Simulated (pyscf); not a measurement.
H₂Ga–AsH–AsH₂ → HGa=AsH + AsH₃ (elimination; singlet surface; As–As, Ga–H broken, As–H formed). PySCF, gas phase, ωB97X-D3(BJ)/def2-SVP geometries. Energies in kcal/mol from the reactant's lowest minimum found.

| level | barrier | reaction energy |
|---|---|---|
| ωB97X-D3(BJ)/def2-TZVP | 58.0 | +40.5 |
| PBE/def2-TZVP | 44.8 | +29.1 |
| B3LYP-D3(BJ)/def2-TZVP | 48.8 | +29.9 |
| PBE0-D3(BJ)/def2-TZVP | 50.2 | +34.2 |
| M06-2X/def2-TZVP | … | +31.8 |
| HF/def2-TZVP | … | … |

Q: What belongs in the gaps?

A: 
- M06-2X/def2-TZVP, barrier: 51.7
- HF/def2-TZVP, barrier: 63.8
- HF/def2-TZVP, reaction energy: +25.4

The functionals in the table span 13.2 kcal/mol in this barrier, from PBE to ωB97X-D3(BJ)/def2-TZVP. On the product side the descent ends in a complex, 5.5 kcal/mol under the separated species and 22.9 kcal/mol under the saddle at ωB97X-D3(BJ)/def2-TZVP. H₂Ga–AsH–AsH₂ is closed by a dative As–Ga contact. HGa=AsH lies 12.3 kcal/mol over its isomer Ga–AsH₂ [singlet] (electronic energy, ωB97M-D3(BJ)/def2-TZVP). This is the saddle that the search found; another between the same sides may lie lower. Elements up to Kr have no core potential and no relativistic terms here.
